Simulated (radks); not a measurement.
Initial-state core-level shifts of the silver ion Ag3+ when its valence configuration changes from [Kr] 4d8. Method: Dirac Kohn-Sham, BLYP, spin-unpolarised, spherical densities, finite nucleus; open shells fill j = l - 1/2 first; Fermi nuclear charge, rms radius 4.5454 fm; computed with a radial shooting solver on a logarithmic mesh with Libxc functionals. Shifts are changes of the shell-averaged eigenvalues in eV (positive: less bound); the change of the density at the nucleus, which sets a Mossbauer isomer shift, is in e/bohr^3, on a base of 1.458e+05.

4d7 5p1: 1s -7.157; 2s -7.555; 2p -7.527; 3d -7.390; density at nucleus +6.18
4d6 5p2: 1s -14.598; 2s -15.459; 2p -15.399; 3d -15.071; density at nucleus +13.48
4d7.5 5s0.5: 1s -2.970; 2s -3.166; 2p -3.155; 3d -3.082; density at nucleus +21.67
4d7 5s0.5 5p0.5: 1s -6.601; 2s -7.002; 2p -6.976; 3d -6.828; density at nucleus +25.82
4d7 5s1: 1s -6.038; 2s -6.443; 2p -6.420; 3d -6.260; density at nucleus +45.12
4d7.5 5p0.5: 1s -3.538; 2s -3.729; 2p -3.715; 3d -3.654; density at nucleus +2.95
4d6 5s2: 1s -12.439; 2s -13.301; 2p -13.254; 3d -12.876; density at nucleus +97.45
4d5 5s1 5p2: 1s -21.273; 2s -22.655; 2p -22.568; 3d -21.959; density at nucleus +68.24
4d5 5s2 5p1: 1s -20.235; 2s -21.609; 2p -21.530; 3d -20.896; density at nucleus +113.38
